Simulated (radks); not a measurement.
Values are calculated unless marked as measured or tabulated.
Spherical quantum dot in the effective-mass picture: electrons in a parabolic well V = omega^2 r^2 / 2 with omega = 0.596, all in effective atomic units (hartree* = m*/eps^2 hartree, bohr* = eps/m* bohr), one dielectric constant everywhere. Level of theory: non-relativistic Kohn-Sham, PBE, spin-polarised, spherical densities (a radial shooting solver with Libxc functionals). Levels are named by radial order and angular momentum (1s, 1p, 1d, 2s, ...), and open shells are averaged over m. Results are scaled to m* = 0.059 and eps = 8.9, for which hartree* = 20.27 meV and bohr* = 7.983 nm.

N = 5, configuration 1s2 1p(up 3, down 0). This is the lowest configuration that the search found. Occupied and some empty levels:

level    occupation  eigenvalue (meV)  <r> (nm)
1s up             1            56.946     14.49
1s down           1            58.818     14.02
1p up             3            64.892     17.99
1p down           0            67.256     18.00
1d up             0            74.009     20.73
2s up             0            76.266     18.70
1d down           0            76.337     20.98
2s down           0            77.445     18.95
1f up             0            83.862     23.12
1f down           0            85.951     23.45

Energy (meV): total 210.402, kinetic 47.073, external 86.451, Hartree 109.82, exchange-correlation -32.947.
